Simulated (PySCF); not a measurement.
Point-charge models of `OB(O)C=C=S` against its computed dipole.

Coordinates (PBE0-D3(BJ)/def2-SVP, Å) and charges (e) from the PBE0/pcSseg-1 density (PySCF):

```json
{"atom": "O1", "x": "-0.596", "y": "0.178", "z": "-1.501", "Mulliken": "-0.4182", "IAO": "-0.5564", "Hirshfeld": "-0.2636", "ESP-fitted": "-0.7035"}
{"atom": "B2", "x": "-0.387", "y": "-0.531", "z": "-0.356", "Mulliken": "+0.6055", "IAO": "+0.5131", "Hirshfeld": "+0.2398", "ESP-fitted": "+0.7183"}
{"atom": "O3", "x": "-1.448", "y": "-1.112", "z": "0.259", "Mulliken": "-0.3997", "IAO": "-0.5426", "Hirshfeld": "-0.2549", "ESP-fitted": "-0.7027"}
{"atom": "C4", "x": "1.016", "y": "-0.723", "z": "0.310", "Mulliken": "-0.4172", "IAO": "-0.4176", "Hirshfeld": "-0.1629", "ESP-fitted": "-0.5268"}
{"atom": "C5", "x": "2.100", "y": "-0.191", "z": "-0.202", "Mulliken": "-0.0801", "IAO": "-0.0340", "Hirshfeld": "+0.0388", "ESP-fitted": "+0.0092"}
{"atom": "S6", "x": "3.337", "y": "0.476", "z": "-0.879", "Mulliken": "+0.0238", "IAO": "+0.0901", "Hirshfeld": "-0.0244", "ESP-fitted": "-0.0088"}
{"atom": "H7", "x": "0.201", "y": "0.558", "z": "-1.882", "Mulliken": "+0.2513", "IAO": "+0.3685", "Hirshfeld": "+0.1689", "ESP-fitted": "+0.4482"}
{"atom": "H8", "x": "-2.266", "y": "-0.940", "z": "-0.221", "Mulliken": "+0.2507", "IAO": "+0.3687", "Hirshfeld": "+0.1824", "ESP-fitted": "+0.4681"}
{"atom": "H9", "x": "1.096", "y": "-1.316", "z": "1.229", "Mulliken": "+0.1840", "IAO": "+0.2103", "Hirshfeld": "+0.0759", "ESP-fitted": "+0.2980"}
```

What dipole does each set of charges give (1 e·Å = 4.803 D), and what does the density give?

The full density gives (-0.09, 0.34, -0.58) D, 0.68 D in size; dipole vectors point from the negative to the positive end.

```csv
scheme,μx,μy,μz,size (D),share of the full size (%),angle to the full dipole (°)
Mulliken,-1.13,0.19,-0.61,1.30,192,54
IAO,0.92,0.80,-0.99,1.57,232,44
Hirshfeld,-0.14,0.15,-0.28,0.34,50,16
ESP-fitted,-0.15,0.33,-0.57,0.68,100,5
```

Which set comes closest?

Length of the difference vector: ESP-fitted 0.06 D, Hirshfeld 0.36 D, Mulliken 1.05 D, IAO 1.18 D. Closest: ESP-fitted. ESP charges are fitted to the potential around the molecule, whose slowest-falling term is the dipole's. 

What is left for the Hirshfeld atoms' own dipoles?

The Hirshfeld atoms' densities add up to the full density, so μ = Σ q r + Σ (atomic dipoles). The atomic dipoles sum to (-0.09, 0.34, -0.58) − (-0.14, 0.15, -0.28) = (0.05, 0.19, -0.30) D, 0.36 D in size.

With the origin at the mean of the coordinates, (0.339, -0.400, -0.360) Å, which are the largest single terms, by size, of the ESP-fitted dipole along the direction of the full one?

O1 -4.69, H7 +3.87, H9 -2.75, O3 +2.21, C4 +2.09 D; all 9 atoms together +0.67 D. The single terms depend on the origin, their sum doesn't.

Give the size of the full dipole in other units.

0.68 D = 0.266 au = 0.141 e·Å = 2.25 × 10⁻³⁰ C·m.

The structure is a single PBE0-D3(BJ)/def2-SVP conformer in the gas phase; no vibrational or solvent corrections.

The values belong to the conformer `[OH:1][B:2]([OH:3])[CH:4]=[C:5]=[S:6]`: O1–B2–C4–C5 1°, H–O1–B2–O3 180°, H–O3–B2–O1 0°.
